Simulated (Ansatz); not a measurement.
C2H8FGaSi, SMILES `C[Si](C)(F)[GaH2]`. Total charge 0; spin multiplicity 1.

```xyz
13

C     0.5121    1.6839   -0.2777
Si    0.0867    0.0333    0.4874
C     1.2059   -1.2963   -0.1986
F     0.4119    0.1506    2.0678
Ga   -2.2552   -0.5205    0.1823
H     1.5712    1.9115   -0.1249
H    -0.0743    2.4957    0.1583
H     0.3198    1.6680   -1.3542
H     2.2547   -1.0254   -0.0454
H     1.0320   -2.2606    0.2842
H     1.0403   -1.4208   -1.2724
H    -2.8385   -0.6844   -1.2763
H    -3.2665   -0.7348    1.3696
```

**Question.** What are the harmonic wavenumbers in cm⁻¹ at PBE0-D4/def2-TZVP (Ansatz, finite differences of forces, unscaled)? (An estimate is asked.)

**Answer.** Computed: 52, 114, 120, 150, 169, 196, 202, 250, 347, 394, 540, 655, 687, 733, 753, 778, 782, 856, 884, 1270, 1276, 1438, 1442, 1447, 1456, 1927, 1947, 3043, 3043, 3125, 3127, 3135, 3136.

**Question.** Is this a minimum?

**Answer.** Yes, all 33 modes are real.

**Question.** Give the ideal-gas thermochemistry at 298.15 K and 1 bar (rigid rotor, harmonic oscillator; point group Cs, symmetry number 1).

**Answer.** Zero-point energy 236.1 kJ/mol; H(298) − E = 263.8 kJ/mol; entropy 403.1 J/(mol·K), of which translation 171.3, rotation 119.0, vibration 112.9; G(298) − E = 143.6 kJ/mol. Modes under 100 cm⁻¹ are hindered rotations or soft bends, so the harmonic entropy is rough.

**Question.** Rotational constants (cm⁻¹)?

**Answer.** 0.1122, 0.04332, 0.04271.
